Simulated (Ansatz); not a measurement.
Start from `C[CH2][AlH][SiH3]` and change one atom or group to get `C[CH2][AlH][TeH]`.

Ansatz, PBE0-D4/def2-TZVP geometries, multiplicity 1. Each molecule was computed in one conformer, which needn't be the lowest.

Elements past krypton have def2 core potentials.

```
                                          property  `C[CH2][AlH][SiH3]`
                HOMO energy (PBE0/def2-TZVPP) / eV                -7.20
    size of the dipole moment (PBE/def2-TZVPP) / D                 1.13
             HOMO energy (ωB97M-V/def2-TZVPP) / eV                -9.23
              HOMO–LUMO gap (PBE0/def2-TZVPP) / eV                 5.46
                LUMO energy (PBE0/def2-TZVPP) / eV                -1.74
size of the dipole moment (ωB97M-V/def2-TZVPP) / D                 1.13
```

Task: What does the change do to each property? (Estimate.)

Result: The calculation gave: 
```
                                          property  `C[CH2][AlH][TeH]`  shift
                HOMO energy (PBE0/def2-TZVPP) / eV               -6.68   0.52
    size of the dipole moment (PBE/def2-TZVPP) / D                1.33   0.20
             HOMO energy (ωB97M-V/def2-TZVPP) / eV               -8.71   0.52
              HOMO–LUMO gap (PBE0/def2-TZVPP) / eV                5.50   0.04
                LUMO energy (PBE0/def2-TZVPP) / eV               -1.19   0.55
size of the dipole moment (ωB97M-V/def2-TZVPP) / D                1.49   0.36
```

Dipoles are sizes alone; their direction can turn.

Spin–orbit coupling is left out; it splits and shifts lone-pair levels of the heavy atoms by tenths of an eV.
